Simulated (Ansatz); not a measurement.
The same molecule with X = Ti, Zr, Hf. Ansatz, PBE0-D4/def2-TZVP geometries, multiplicity 1. Each molecule was computed in one conformer, which needn't be the lowest.

Elements past krypton have def2 core potentials. Scalar relativity is left out up to krypton.

| X | molecule | mean X–Br bond length / Å | mean X–O bond length / Å | HOMO energy (ωB97M-V/def2-TZVPP) / eV | LUMO energy (PBE/def2-TZVPP) / eV | HOMO–LUMO gap (ωB97M-V/def2-TZVPP) / eV |
| --- | --- | --- | --- | --- | --- | --- |
| Ti | `[OH][Ti]([OH])([OH])[Br]` | 2.380 | 1.780 | -10.34 | -2.98 | 10.50 |
| Hf | `[OH][Hf]([OH])([OH])[Br]` | 2.539 | 1.914 | -10.24 | -0.89 | 11.22 |

Give the row for X = Zr, `[OH][Zr]([OH])([OH])[Br]`. (Best estimate.)

The calculation gave: 
```tsv
X	molecule	mean X–Br bond length / Å	mean X–O bond length / Å	HOMO energy (ωB97M-V/def2-TZVPP) / eV	LUMO energy (PBE/def2-TZVPP) / eV	HOMO–LUMO gap (ωB97M-V/def2-TZVPP) / eV
Zr	`[OH][Zr]([OH])([OH])[Br]`	2.543	1.910	-10.18	-1.19	10.74
```

From Ti to Hf the mean X–Br bond length isn't monotonic: highest at Zr, lowest at Ti; the mean X–O bond length rises at each step, by 0.134 Å in all; the HOMO energy (ωB97M-V/def2-TZVPP) isn't monotonic: highest at Zr, lowest at Ti; the LUMO energy (PBE/def2-TZVPP) rises at each step, by 2.09 eV in all; the HOMO–LUMO gap (ωB97M-V/def2-TZVPP) rises at each step, by 0.72 eV in all.

Spin–orbit coupling is left out; it splits and shifts lone-pair levels of the heavy atoms by tenths of an eV.
